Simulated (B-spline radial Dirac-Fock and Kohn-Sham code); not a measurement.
# How the binding energies of Li⁺ add up

System: Li⁺, configuration 1s2, inside a Watson sphere of charge -1 and radius 1.6 Å (a model of the Madelung potential; inside it an electron's potential energy is raised by 9.0 eV); nuclear rms radius 2.444 fm (A = 7).

Input of the calculation (task.json; shells as n, l, electrons):

```json
{"items": [{
  "Z": 3,
  "q": 1,
  "cfg": [[1, 0, 2]],
  "A": 7,
  "rrms": 2.444,
  "watson": [-1, 1.6],
  "do": ["binding"]
}]}
```

Launch: `python xray_run.py task.json out`

Calculated with a radial B-spline solver, using Dirac-Fock energy differences between relaxed states, corrected for Breit and QED terms. The model has no electron correlation. Energies are counted from the vacuum level.

All terms are in eV, carry their sign (relaxation lowers the binding energy) and add up to the binding energy; ⟨r⟩ is the mean radius of the orbital in the initial state.

```
subshell  −ε (Koopmans)  relaxation  Gaunt  retardation   QED  binding energy  ⟨r⟩ (bohr)
  K (1s)          66.99       -1.52  -0.01         0.00  0.00           65.46       0.572
```
